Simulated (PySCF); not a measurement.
**Orbital levels and atomic charges**

System: Si14H14O21 (silsesquioxane type).

Cartesian coordinates (Å):
```
  1 Si    3.558    0.001    1.544
  2 Si    2.217    2.781    1.544
  3 Si   -0.791    3.468    1.545
  4 Si   -3.205    1.543    1.544
  5 Si   -3.205   -1.544    1.544
  6 Si   -0.791   -3.467    1.545
  7 Si    2.218   -2.781    1.545
  8 Si    3.557    0.000   -1.545
  9 Si    2.217    2.780   -1.545
 10 Si   -0.792    3.468   -1.544
 11 Si   -3.205    1.543   -1.545
 12 Si   -3.205   -1.544   -1.544
 13 Si   -0.791   -3.467   -1.544
 14 Si    2.218   -2.781   -1.545
 15 O     2.684    1.293    1.937
 16 O     0.663    2.905    1.938
 17 O    -1.858    2.329    1.938
 18 O    -2.979    0.000    1.937
 19 O    -1.858   -2.330    1.939
 20 O     2.685   -1.292    1.938
 21 O     0.663   -2.903    1.939
 22 O     4.024    0.000    0.000
 23 O     2.508    3.146    0.000
 24 O     2.684    1.292   -1.938
 25 O    -0.895    3.922    0.000
 26 O     0.663    2.904   -1.938
 27 O    -3.626    1.747    0.000
 28 O    -1.858    2.329   -1.938
 29 O    -3.625   -1.746    0.000
 30 O    -2.980   -0.001   -1.938
 31 O    -0.895   -3.922    0.001
 32 O    -1.858   -2.329   -1.937
 33 O     2.508   -3.146    0.000
 34 O     2.686   -1.293   -1.938
 35 O     0.663   -2.904   -1.938
 36 H     4.795    0.001    2.299
 37 H     2.989    3.748    2.298
 38 H    -1.067    4.674    2.299
 39 H    -4.320    2.080    2.299
 40 H    -4.320   -2.079    2.299
 41 H    -1.066   -4.674    2.300
 42 H     2.989   -3.749    2.300
 43 H     4.794    0.001   -2.300
 44 H     2.989    3.748   -2.300
 45 H    -1.067    4.674   -2.299
 46 H    -4.320    2.080   -2.299
 47 H    -4.319   -2.081   -2.299
 48 H    -1.067   -4.674   -2.298
 49 H     2.989   -3.749   -2.299
```

Method: wB97X-D/6-31G*, gas phase, PySCF, fitting set def2-universal-JFIT up to Ne and JKFIT beyond, grid level 1.

**Question.** Give the orbital energies near the gap.

**Answer.** 
```
orbital      eV
 HOMO-4  -11.32
 HOMO-3  -11.29
 HOMO-2  -11.29
 HOMO-1  -11.27
   HOMO  -11.27
   LUMO    2.25
 LUMO+1    3.05
 LUMO+2    3.05
 LUMO+3    3.44
```

**Question.** Give the partial charges of the non-hydrogen atoms.

**Answer.** 
| atom | Mulliken | IAO | Hirshfeld |
| --- | --- | --- | --- |
| Si1 | 1.03 | 1.50 | 0.53 |
| Si2 | 1.03 | 1.50 | 0.53 |
| Si3 | 1.03 | 1.50 | 0.53 |
| Si4 | 1.03 | 1.50 | 0.53 |
| Si5 | 1.03 | 1.50 | 0.53 |
| Si6 | 1.03 | 1.50 | 0.53 |
| Si7 | 1.03 | 1.50 | 0.53 |
| Si8 | 1.03 | 1.50 | 0.53 |
| Si9 | 1.03 | 1.50 | 0.53 |
| Si10 | 1.03 | 1.50 | 0.53 |
| Si11 | 1.03 | 1.50 | 0.53 |
| Si12 | 1.03 | 1.50 | 0.53 |
| Si13 | 1.03 | 1.50 | 0.53 |
| Si14 | 1.03 | 1.50 | 0.53 |
| O15 | -0.60 | -0.88 | -0.30 |
| O16 | -0.60 | -0.88 | -0.30 |
| O17 | -0.60 | -0.88 | -0.30 |
| O18 | -0.60 | -0.88 | -0.30 |
| O19 | -0.60 | -0.88 | -0.30 |
| O20 | -0.60 | -0.88 | -0.30 |
| O21 | -0.60 | -0.88 | -0.30 |
| O22 | -0.62 | -0.88 | -0.30 |
| O23 | -0.62 | -0.88 | -0.30 |
| O24 | -0.60 | -0.88 | -0.30 |
| O25 | -0.62 | -0.88 | -0.30 |
| O26 | -0.60 | -0.88 | -0.30 |
| O27 | -0.62 | -0.88 | -0.30 |
| O28 | -0.60 | -0.88 | -0.30 |
| O29 | -0.62 | -0.88 | -0.30 |
| O30 | -0.60 | -0.88 | -0.30 |
| O31 | -0.62 | -0.88 | -0.30 |
| O32 | -0.60 | -0.88 | -0.30 |
| O33 | -0.62 | -0.88 | -0.30 |
| O34 | -0.60 | -0.88 | -0.30 |
| O35 | -0.60 | -0.88 | -0.30 |
